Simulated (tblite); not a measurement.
C₃H₈O₃SSi₂.
Bonds: C1–C2 (triple), C2–Si3, Si3–O4, Si3–O5, Si3–O6, O6–Si7, Si7–S8, S8–C9. Hydrogens: H10 on C1; H11 on O4; H12 on O5; H13, H14 on Si7; H15, H16, H17 on C9.

Computed with GFN2-xTB (tblite), gas phase: L-BFGS steps from a force-field or distance-geometry start until the largest atomic force falls under 0.01 eV/Å.

Geometry at step 42:
```
atom  x, y, z in Å
C1     -2.7463    2.6567    0.7233
C2     -2.5154    1.4895    0.5620
Si3    -2.0804   -0.2652    0.1970
O4     -2.3542   -1.1246    1.5342
O5     -2.8712   -0.9479   -1.0410
O6     -0.4963   -0.2717   -0.2112
Si7     0.9288    0.0156    0.4590
S8      2.2703   -0.0055   -1.1931
C9      3.7096   -0.5580   -0.2306
H10    -2.9627    3.6697    0.8785
H11    -2.4661   -2.0714    1.4682
H12    -2.5768   -0.7639   -1.9307
H13     0.9286    1.2894    1.1736
H14     1.2696   -1.0934    1.3441
H15     3.8268    0.0782    0.6360
H16     4.5793   -0.5058   -0.8704
H17     3.5493   -1.5796    0.0893
```

Q: What forces act on the atoms?

A: 
```csv
atom,Fx (eV/Å),Fy (eV/Å),Fz (eV/Å)
C1,0.016,-0.148,-0.021
C2,-0.048,0.032,-0.035
Si3,0.038,-0.045,-0.001
O4,-0.033,-0.066,0.040
O5,0.029,0.024,-0.091
O6,-0.072,0.046,-0.017
Si7,-0.143,-0.046,0.008
S8,0.014,0.005,0.072
C9,0.005,-0.027,-0.011
H10,-0.037,0.168,0.051
H11,-0.014,0.066,0.026
H12,-0.062,-0.006,0.044
H13,0.069,-0.039,-0.073
H14,0.016,-0.018,0.017
H15,0.111,0.111,0.033
H16,0.091,0.055,-0.050
H17,0.021,-0.113,0.009
```

The largest, 0.18 eV/Å, acts on H10; the rms over all components is 0.061 eV/Å. The forces sum to zero within rounding, as they must for an isolated molecule in no field.

Q: Give the force on H10 in Eh/bohr and in nN.

A: 0.179 eV/Å ÷ 51.422 = 0.00349 Eh/bohr, and 0.179 eV/Å × 1.602 = 0.29 nN.

Q: How far is this geometry from the end of the optimisation?

A: 0.079 eV above it, and 0.369 Å rms away after alignment. The bonds farthest from their final lengths, with half the difference of the two atoms' forces along the bond (positive lengthens):

| bond | now (Å) | final (Å) | force along bond (eV/Å) |
| --- | --- | --- | --- |
| Si3–O6 | 1.636 | 1.624 | -0.05 |
| C2–Si3 | 1.844 | 1.854 | +0.04 |
| O6–Si7 | 1.601 | 1.606 | -0.03 |
| Si3–O4 | 1.613 | 1.618 | +0.03 |
| C1–H10 | 1.047 | 1.052 | +0.16 |
| C9–H15 | 1.081 | 1.085 | +0.06 |

The angle farthest from its final value is O4–Si3–O6, 111.7° against 107.2°.

Of the 2 listed bonds off by 0.010 Å or more, this force points towards the final length in 2.

The cost below is that of the whole relaxation. Hardware: Arm Neoverse N1, one thread, no GPU (shared host). Cost: 3.2 s of wall time.
